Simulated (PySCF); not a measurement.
Two-dimensional NMR puzzle

Compound of formula C$_{7}$H$_{8}$ClOP. Correlations simulated from computed shifts and the bond graph:

HSQC (one-bond C–H):
```tsv
δH	δC
7.84	136.4
7.72	134.9
1.48	21.6
```

COSY cross peaks (H two or three bonds apart, from the bond graph; peaks can be absent where the dihedral angle is near 90°):
```tsv
δH	δH
7.94	1.48
7.84	7.72
```

HMBC (two and three bonds, from the bond graph):
```tsv
δH	δC
7.94	138.0, 136.4, 21.6
7.84	150.1, 138.0, 136.4, 134.9
7.72	150.1, 138.0, 136.4, 134.9
1.48	138.0
```

Carbons without hydrogens: δ 150.1, 138.0.

Computational details: shielding tensors at PBE0/pcSseg-1 (GIAO), structure optimised with GFN2-xTB, in PySCF 2.14 (isolated molecule, relativity neglected, rapidly exchanging positions averaged, one conformer).

δ = σ(ref) − σ, references computed at the same level: ¹H (σ = 31.72 ppm) and ¹³C (σ = 186.93 ppm) against TMS.

Exchangeable hydrogens are left out of these lists.

Work out the connectivity.

## Answers

`C1=C([P@@H](C)=O)C=CC(Cl)=C1`.

Atoms are numbered as in `[CH3:1][P@@H:2](=[O:3])[c:4]1[cH:5][cH:6][c:7]([Cl:8])[cH:9][cH:10]1`. Each H is labelled by its parent atom.

1. δC 150.1 is C7, an aromatic carbon bearing chlorine.
2. δC 138.0 is C4, a substituted aromatic carbon.
3. δC 136.4 is C5/C10, an aromatic CH (δH 7.84).
4. δC 134.9 is C6/C9, an aromatic CH (δH 7.72).
5. δC 21.6 is C1, a methyl carbon bonded to P (δH 1.48).
6. HMBC from δH 7.94 reaches the proton-free carbon C4.
7. HMBC from δH 7.84 reaches the proton-free carbons C7, C4.
8. HMBC from δH 7.72 reaches the proton-free carbons C7, C4.
9. HMBC from δH 1.48 reaches the proton-free carbon C4.
10. COSY links 7.94–1.48, 7.84–7.72.

The shifts were computed for this structure.

Carbons that carry Cl, above all several Cl atoms, come out too deshielded, partly because spin–orbit coupling is missing. Shifts are as computed. Against solution values, carbons near 30 ppm lie about +3 ppm off and those near 130 ppm about +5 ppm; carbons on Cl a further +6 ppm. Of 1211 compounds with measured shifts, 218 miss one by over three times the rms of a fit or turn the order of signals round; such compounds aren't used in these exercises.
